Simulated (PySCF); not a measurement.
**Continuum solvent and chemical shifts**

Atom-mapped SMILES (the numbers label the heavy atoms): `[CH3:1][S:2][c:3]1[cH:4][cH:5][n:6][o:7]1` (H(Xn): hydrogen on atom n).

GIAO PBE0/pcSseg-1 in PySCF on one PBE0-D3(BJ)/def2-SVP conformer, non-relativistic, equivalent nuclei averaged. Solvents enter as an IEF-PCM continuum (chloroform with ε = 4.7, acetonitrile with ε = 35.7) around the gas-phase geometry. Shifts are referred to TMS, CS2 computed in the same medium.

Gas phase, δ in ppm: C3 171.8, C5 154.9, C4 101.2, C1 16.7, S2 0.1, H(C5) 8.01, H(C4) 5.98, H(C1) 2.58. Dipole moment 1.83 D.

Question: How does each δ change in the continuum?

Answer: 
```
atoms                                         environment  Δδ, chloroform  Δδ, acetonitrile
   C3                      aromatic carbon bearing sulfur            +2.4              +3.3
   C5                 aromatic CH next to a ring nitrogen            +2.7              +3.8
   C4                                         aromatic CH            +1.9              +2.7
   C1                           methyl carbon bonded to S            +0.5              +0.7
   S2                                      sulfide sulfur            +0.8              +1.4
H(C5)  hydrogen on an aromatic CH next to a ring nitrogen           +0.23             +0.32
H(C4)                          hydrogen on an aromatic CH           +0.31             +0.43
H(C1)             hydrogen on a methyl carbon bonded to S           +0.12             +0.16
```

Changes are relative to the gas phase. The dipole moment becomes 2.26 D in chloroform, 2.45 D in acetonitrile.

Question: Which nuclei move most (in ppm), and what does the model miss?

Answer: C5 (aromatic CH next to a ring nitrogen, +3.8 ppm) in acetonitrile. A continuum only polarises the solute; specific hydrogen bonds, the anisotropy of aromatic solvents and changes of geometry or conformer are outside it.
